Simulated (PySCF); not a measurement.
C₆H₆N₂O₂.
Numbering: `[CH3:1][O:2][C:3](=[O:4])[c:5]1[cH:6][cH:7][n:8][n:9][cH:10]1` (hydrogens: H11, H12, H13 on C1; H14 on C6; H15 on C7; H16 on C10)

Structure used (PBE0-D3(BJ)/def2-SVP), in Å, numbered top down from 1:
```
atom  x, y, z in Å
C1    -2.960   -0.494    0.075
O2    -1.548   -0.589   -0.033
C3    -0.873    0.545    0.150
O4    -1.389    1.606    0.387
C5     0.599    0.344    0.028
C6     1.194   -0.880   -0.236
C7     2.588   -0.892   -0.313
N8     3.339    0.192   -0.148
N9     2.774    1.355    0.102
C10    1.453    1.441    0.189
H11   -3.251   -0.209    1.097
H12   -3.353    0.259   -0.622
H13   -3.354   -1.487   -0.169
H14    0.599   -1.784   -0.375
H15    3.137   -1.815   -0.518
H16    1.038    2.432    0.399
```

Linear response at CAM-B3LYP/def2-SVPD (PySCF, frozen core in the response, non-relativistic).

Static isotropic polarisability: 88.54 au (13.12 Å³), principal values 54.5, 94.4, 116.7 au.

**Question.** What is the polarisability at 1064 nm and at the sodium D line?

**Answer.** 89.50 au at 1064 nm (+1.1 %), 91.87 au at 589.3 nm (+3.8 %). The rise at 589.3 nm is 3.47 times that at 1064 nm; a pure ω² law gives 3.26. The lowest singlet lies at 372 nm, shorter than both wavelengths.

**Question.** What is the isotropic C6 coefficient between two such molecules, C6 = (3/π)∫α(iω)² dω?

**Answer.** 3222 au (Eh·bohr⁶) by a ten-point quadrature over imaginary frequencies, which is 1930 eV·Å⁶ or 186 J·nm⁶/mol.

**Question.** Which effective excitation energy ω̄ makes London's formula C6 = (3/4)α²ω̄ exact here?

**Answer.** ω̄ = 4·C6/(3α²) = 0.548 Eh = 14.9 eV. A one-pole form α(ω) = α/(1 − ω²/ω̄²) fitted to the 1064 nm value gives 11.3 eV.

**Question.** What molar refraction at the D line follows from R = (4π/3)·N_A·α′, with α′ the polarisability volume?

**Answer.** α′ = 13.61 Å³ gives R = 34.34 cm³/mol, for isolated, non-vibrating species.

**Question.** The lowest 6 singlets have (eV, f): 3.33, 0.003; 4.21, 0.001; 5.11, 0.000; 5.42, 0.052; 5.55, 0.000; 6.11, 0.176. What share of the static polarisability do they carry in the sum over states α = Σ f/ω²?

**Answer.** 5.01 au, 5.7 % of α; the largest term, 3.49 au, is that of the state at 6.11 eV. Their oscillator strengths add up to 0.23. Higher states carry the rest.

**Question.** How anisotropic is the static polarisability, by Δα² = ½[(α1 − α2)² + (α2 − α3)² + (α3 − α1)²]?

**Answer.** Δα = 54.6 au, or 0.62 of the isotropic value.

**Question.** How many electrons N does the Slater–Kirkwood formula C6 = (3/4)·√N·α^(3/2) need to give this C6?

**Answer.** N = (4·C6/3)²/α³ = 26.6; the species has 72 electrons in all.

One conformer stands for the species.
